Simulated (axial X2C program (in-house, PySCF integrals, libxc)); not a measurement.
Testing model relations on CaO⁻

A bond curve at the TPSS level, two-component, was computed with an in-house all-electron X2C program for linear molecules (integrals from PySCF) (basis Ca dyall-acv3z [12s13p7d5f], O dyall-av3z [7s6p3d2f] (cores contracted in-house)) for the state Ω = 1/2 (⟨Sz⟩ = 0.50, ⟨Lz⟩ = 0.00 at TPSS). Its fit gives Re = 1.8788 Å, ωe = 685.1 cm⁻¹, ωexe = 3.5 cm⁻¹ and αe = 2.752e-03 cm⁻¹; the masses are 39.9626 and 15.9949 u. Two-component means X2C with spin–orbit coupling and atomic mean-field Coulomb and Gaunt terms.

Problem. Find the reduced mass, Be and the force constant.

Solution. From the TPSS values: μ = 11.4229 u. Be = 16.8576/(μ Re²) = 0.4181 cm⁻¹. k = 5.8918×10⁻⁷ μ ωe² = 3.16 mdyn/Å.

Problem. A Morse curve ties αe to the other constants (Pekeris). How well does that hold?

Solution. αe(Morse) = 6Be²/ωe × (√(ωexe/Be) − 1) = 2.898e-03 cm⁻¹; the TPSS curve gives 2.752e-03 cm⁻¹, a ratio of 1.05.

Problem. Where do the fundamental and the first overtone lie?

Solution. ν(1←0) = ωe − 2ωexe = 678.1 cm⁻¹; ν(2←0) = 2ωe − 6ωexe = 1349.2 cm⁻¹.

Problem. Estimate the centrifugal constant by the Kratzer relation.

Solution. D = 4Be³/ωe² = 6.23e-07 cm⁻¹.

Problem. Estimate De from a Morse curve and compare with the computed well depth of 4.200 eV to Ca + O-.

Solution. De(Morse) = ωe²/(4ωexe) = 4.157 eV against 4.200 eV computed, a ratio of 0.99. For De the Morse form works well here.

The state is one determinant whose occupation by symmetry is held fixed; it was picked as the lowest of a PBE0 search that is not exhaustive. De is counted from the lowest determinant-based energies of the atoms at the same level, without counterpoise correction. Density functionals use the spin component along the axis (collinear). The 2c atoms are single determinants rather than J levels; their spin–orbit lowering is only partly caught, and De is too large by that part. This holds for TPSS. Without a current term, density functionals place determinants with orbital angular momentum somewhat too high. At some level and bond length an empty orbital lies below a filled one. The highest occupied level of some functionals is positive through self-interaction error; at Hartree–Fock it is bound.
